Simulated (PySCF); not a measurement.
# Bromine: a sound run and one with changed settings

Sound run: Br⁺ [Ar] 3d10 4s2 4p4, Br²⁺ [Ar] 3d10 4s2 4p3. Computed with PySCF 2.14 in jorge-DZP-DKH (8s6p2d1f, 43 functions), with the spin-free X2C one-electron Hamiltonian (Gaussian nucleus). In the sound run the correlated levels freeze [Ar] 3d10. The sound run starts from symmetry-adapted Hartree-Fock orbitals and uses a fine grid where one is needed.

Changed run: initial guess atom, at most 50 SCF cycles.

```tsv
species	method	sound run (hartree)	changed run (hartree)	converged
Br⁺	UHF	-2603.87640	-2603.87640	yes
Br⁺	PBE	-2605.28838	-2605.28838	yes
Br⁺	CCSD(T)	-2603.91563	-2603.91563	yes
Br²⁺	TPSS	-2604.76189	-2604.76189	yes
Br²⁺	MP2	-2603.16004	-2603.16004	yes
```

Here the plain start reaches the same solutions.
